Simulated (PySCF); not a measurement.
A PySCF script (with the pyscf-properties extension) for the NMR shieldings of `InChI=1S/C5H11NOSi2/c1-2-8-3-4-9(5-6)7-8/h8-9H,2-4H2,1H3/t8-,9-/m1/s1`, on a GFN2-xTB geometry:

```python
import basis_set_exchange as bse
import numpy as np
from pyscf import gto, dft
from pyscf.prop import nmr

atoms = """
C     2.359639    0.588954   -0.105827
C     2.053784   -0.812380    0.418366
Si    0.200480   -1.196372    0.519213
C    -0.780316   -0.937788   -1.102265
C    -2.116006   -0.265304   -0.740791
Si   -1.820209    0.769574    0.832710
C    -1.274496    2.502688    0.385031
N    -0.949103    3.561277    0.093196
O    -0.532528   -0.030456    1.432603
H     1.856473    1.340490    0.498579
H     3.429944    0.785479   -0.074825
H     2.025849    0.701468   -1.134910
H     2.543216   -1.554171   -0.212679
H     2.486838   -0.921373    1.412906
H    -0.107881   -2.458823    1.193252
H    -0.953948   -1.855118   -1.663895
H    -0.218560   -0.274230   -1.763186
H    -2.512567    0.296525   -1.586537
H    -2.852848   -1.036731   -0.508278
H    -2.842910    0.806969    1.865400
"""
names = dict.fromkeys(["C", "Si", "N", "O", "H"], "pcSseg-1")
basis = {el: gto.basis.parse(bse.get_basis(n, elements=[el], fmt="nwchem")) for el, n in names.items()}
mol = gto.M(atom=atoms, basis=basis, charge=0, verbose=0)
mf = dft.RKS(mol, xc="PBE0")
mf.grids.level = 2
mf.grids.alignment = dft.numint.BLKSIZE   # the property module wants whole blocks of grid points
mf.conv_tol = 1e-9
mf.kernel()

calc = nmr.RKS(mf)   # GIAO
C = mf.mo_coeff
Co = C[:, mf.mo_occ > 0]
resp = mf.gen_response(singlet=True, hermi=2)
def vind(x):   # induced exchange potential for any number of trial vectors
    d = np.einsum("pi,xij,qj->xpq", C, 2 * x.reshape(-1, C.shape[1], Co.shape[1]), Co, optimize=True)
    return np.einsum("xpq,pi,qj->xij", resp(d - d.transpose(0, 2, 1)), C, Co, optimize=True).ravel()
mo1, _ = nmr.rhf.solve_mo1(calc, with_cphf=vind)
sigma = calc.kernel(mo1)
for i, s in enumerate(sigma):   # ppm
    print("%2d %-2s %9.2f" % (i, mol.atom_pure_symbol(i), np.trace(s) / 3))
```

Q: What does it print?

A: 
```
 0 C     179.50
 1 C     176.90
 2 Si    329.15
 3 C     180.64
 4 C     174.24
 5 Si    371.71
 6 C      60.53
 7 N     -90.08
 8 O     278.61
 9 H      30.37
10 H      30.30
11 H      30.81
12 H      31.24
13 H      30.55
14 H      26.57
15 H      30.70
16 H      30.50
17 H      30.26
18 H      30.59
19 H      26.57
```

These numbers come from an equivalent density-fitted implementation of the same equations, which agrees with the script to about 0.01 ppm for H and up to a few tenths of a ppm for heavy atoms, so last digits may differ.

Q: Turn these shieldings into chemical shifts. δ = σ(ref) − σ, references computed at the same level: 13C (σ = 186.93 ppm) and 29Si (σ = 349.16 ppm) and 1H (σ = 31.72 ppm) vs TMS; 15N (σ = 267.73 ppm) vs NH3; 17O (σ = 336.08 ppm) vs H2O.

A: Averaging equivalent atoms: C 6: 126.4; C 4: 12.7; C 1: 10.0; C 0: 7.4; C 3: 6.3; Si 2: 20.0; Si 5: -22.6; N 7: 357.8; O 8: 57.5; H 14: 5.15; H 19: 5.15; H 17: 1.45; H 9/10/11: 1.22; H 16: 1.22; H 13: 1.17; H 18: 1.12; H 15: 1.01; H 12: 0.48 ppm. Experimental scales use liquid or dissolved standards, which lie at an offset from isolated NH3 (liquid NH3: subtract about 20 ppm) and H2O (liquid H2O: subtract about 36 ppm). Unscaled 15N shifts of sp2 nitrogen come out 20 to 40 ppm too high even then.

Size and cost of the density-fitted run: 222 basis functions, 84 s wall time on 1 thread of an Intel Xeon, shared host; peak memory 0.93 GiB.
